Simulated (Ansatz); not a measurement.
CH$_{5}$AlGeO, SMILES `O=[CH][GeH2][AlH2]`, relaxed with RKS PBE-D4/def2-SVP in the Gaussian-basis code of Ansatz from a rough embedded geometry. The force threshold is 0.03 eV/Å; the program also tests the step.

The species carries charge 0 and has multiplicity 1.

Start:

```xyz
9

O     0.689    0.437    2.223
C     0.809    1.003    1.218
Ge    0.681    0.056   -0.428
Al   -1.457   -0.956   -0.668
H     0.968    2.091    1.240
H     1.819   -1.007   -0.535
H     0.867    1.096   -1.643
H    -2.794   -0.101   -0.585
H    -1.583   -2.620   -0.822
```

| step | energy (eV) | largest force (eV/Å) | largest move (Å) |
| --- | --- | --- | --- |
| 1 | -66251.5001 | 5.373 | 0.000 |
| 2 | -66251.9036 | 0.796 | 0.109 |
| 3 (rejected) | -66251.8543 | 1.499 | 0.128 |
| 4 | -66251.9257 | 0.820 | 0.064 |
| 5 | -66251.9297 | 0.176 | 0.100 |
| 6 | -66251.9354 | 0.066 | 0.048 |
| 7 | -66251.9360 | 0.087 | 0.145 |
| 8 | -66251.9376 | 0.142 | 0.033 |
| 9 (rejected) | -66251.9320 | 0.751 | 0.196 |
| 10 | -66251.9421 | 0.047 | 0.098 |
| 11 (rejected) | -66251.9409 | 0.332 | 0.097 |
| 12 | -66251.9433 | 0.023 | 0.049 |
| 13 | -66251.9439 | 0.096 | 0.049 |
| 14 (rejected) | -66251.9433 | 0.193 | 0.042 |
| 15 | -66251.9444 | 0.041 | 0.021 |
| 16 | -66251.9447 | 0.042 | 0.037 |
| 17 | -66251.9447 | 0.066 | 0.042 |
| 18 (rejected) | -66251.9447 | 0.060 | 0.017 |
| 19 | -66251.9449 | 0.038 | 0.008 |
| 20 | -66251.9449 | 0.012 | 0.003 |

End:

```xyz
9

O     1.220    0.414    2.305
C     0.851    0.971    1.295
Ge    0.697    0.030   -0.505
Al   -1.553   -1.002   -0.725
H     0.545    2.067    1.303
H     1.872   -0.983   -0.571
H     0.933    1.138   -1.578
H    -2.821   -0.052   -0.960
H    -1.744   -2.583   -0.564
```

Run time 25 s (4 threads of a server CPU on a shared host); peak host memory 0.15 GiB.
